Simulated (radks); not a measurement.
The numbers below are computed, except where a source is named.
Species: neutral chromium. Configuration: [Ar] 3d5 4s1 (the NIST ground configuration). Code: a radial shooting solver on a logarithmic mesh with Libxc functionals. Model: scalar-relativistic Kohn-Sham, LDA (Slater exchange, Perdew-Zunger correlation), spin-polarised, spherical densities, point nucleus; open shells are filled with parallel spins first.

Unscreened Slater integrals over Kohn-Sham orbitals (eV). They are taken over the spin-up orbitals. Empty in this configuration: 4p.

| integral | value |
|---|---|
| F0(3d,3d) | 17.737 |
| F2(3d,3d) | 7.7118 |
| F4(3d,3d) | 4.7121 |
| F0(3d,4s) | 9.3034 |
| G2(3d,4s) | 1.5743 |
| F0(3d,3p) | 20.888 |
| F2(3d,3p) | 9.3729 |
| G1(3d,3p) | 11.608 |
| G3(3d,3p) | 6.9108 |
| F0(3d,3s) | 21.428 |
| G2(3d,3s) | 8.6543 |
| F0(3d,4p) | 6.8790 |
| F2(3d,4p) | 1.4658 |
| G1(3d,4p) | 0.88472 |
| G3(3d,4p) | 0.62290 |
| F0(4s,4s) | 7.4694 |
| F0(4s,3p) | 9.7428 |
| G1(4s,3p) | 0.52112 |
| F0(4s,3s) | 9.7879 |
| G0(4s,3s) | 0.36388 |
| F0(4s,4p) | 6.0729 |
| G1(4s,4p) | 3.6225 |
| F0(3p,3p) | 25.470 |
| F2(3p,3p) | 12.679 |
| F0(3p,3s) | 26.266 |
| G1(3p,3s) | 17.364 |
| F0(3p,4p) | 7.0647 |
| F2(3p,4p) | 0.90761 |
| G0(3p,4p) | 0.20363 |
| G2(3p,4p) | 0.22660 |
| F0(3s,3s) | 27.145 |
| F0(3s,4p) | 7.0846 |
| G1(3s,4p) | 0.23681 |
| F0(4p,4p) | 5.2565 |
| F2(4p,4p) | 2.6568 |

Derived for the open shells (J is the average intra-shell exchange parameter used in DFT+U). 3d: Racah B = F2/49 - 5 F4/441 = 0.1040 eV, C = 35 F4/441 = 0.3740 eV, C/B = 3.60, F4/F2 = 0.611, J = (F2 + F4)/14 = 0.8874 eV.
